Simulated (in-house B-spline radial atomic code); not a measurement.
A fraction x of an electron is removed from 3p in Se, starting from [Ar] 3d10 4s2 4p4 and keeping the highest spin. Level of theory: non-relativistic LDA VWN5, spin-polarised, spherical fractional occupations, point nucleus; calculated with a B-spline radial code for spherical atoms.

```
   x  E(x) - E(0) (eV)  3p down level (eV)
   0            0.0000            -150.920
0.05            7.5722            -151.971
0.16                 ?                   ?
0.27           41.5228            -156.695
 0.5           78.1458            -161.792
0.55                 ?                   ?
0.68          107.6352            -165.883
0.79          126.0219            -168.425
0.98          158.4452            -172.887
   1          161.9077            -173.362
```

(1) What belongs in the row x = 0.16?

(2) What belongs in the row x = 0.55?

(3) Check Janak's theorem between x = 0.27 and 0.5.

Answers

(1) An energy change of 24.4176 eV; 3p down at -154.314 eV.

(2) An energy change of 86.2636 eV; 3p down at -162.919 eV.

(3) The slope of the energy is 159.23 eV; the orbital levels give 159.24 eV (-ε of the emptying orbital, averaged over the two points).
